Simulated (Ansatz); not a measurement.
C$_{2}$H$_{9}$NOSi (SMILES CC[SiH](N)O), singlet, geometry from GFN2-xTB; PBE/def2-SVPD run with Ansatz (an electronic-structure program).

Ansatz was given this input:
Ansatz 0.2 input:
```yaml
crystal:
  periodic: [false, false, false]
  atoms:
    - {symbol: Si, position_ang: [0.52605669, -0.07455500, -0.32427744]}
    - {symbol: N, position_ang: [1.08317061, 0.96617996, 0.93954691]}
    - {symbol: O, position_ang: [1.43507724, -1.42651782, -0.30071996]}
    - {symbol: C, position_ang: [-1.31393762, -0.39067659, 0.03579213]}
    - {symbol: C, position_ang: [-2.18581978, 0.85013134, -0.11656321]}
    - {symbol: H, position_ang: [0.75037962, 0.35059538, -1.70564667]}
    - {symbol: H, position_ang: [0.56772222, 1.80880000, 1.13212544]}
    - {symbol: H, position_ang: [2.07129861, 1.15960453, 0.98747399]}
    - {symbol: H, position_ang: [1.52110541, -1.93345544, 0.50196080]}
    - {symbol: H, position_ang: [-1.68227043, -1.16137261, -0.64326157]}
    - {symbol: H, position_ang: [-1.44105674, -0.78508025, 1.04622919]}
    - {symbol: H, position_ang: [-3.23544022, 0.61557976, 0.05619702]}
    - {symbol: H, position_ang: [-1.89024765, 1.61691577, 0.59619810]}
    - {symbol: H, position_ang: [-2.09055242, 1.26433740, -1.11783414]}
basis:
  gaussian:
    orbitals: def2-SVPD
hamiltonian:
  xc: pbe
```

It wrote (shortened):

```
Functional definition: PBE
1502 factors; their error is unknown
mean field evaluation 1: about -13599.9397 eV, gradient 9.9e1 eV
mean field evaluation 2: about -13543.6975 eV, gradient 1.8e2 eV
mean field evaluation 4: about -13619.5975 eV, gradient 1.6e1 eV
mean field evaluation 8: about -13620.1761 eV, gradient 3.6e-1 eV
mean field evaluation 16: about -13620.1124 eV, gradient 4.9e-4 eV
mean field -13620.11235460 eV, -500.5298969879 hartree, gradient 2.2e-5 eV, S^2 0.000000; 0 other end points of the search recorded, 0 dependent functions left out
reference -13620.11240510 eV, -500.5298988436 hartree; 25, 25 occupied and 154, 154 virtual orbitals, 1502 factors
Total energy: -13620.11240510 eV, -500.5298988436 hartree
```
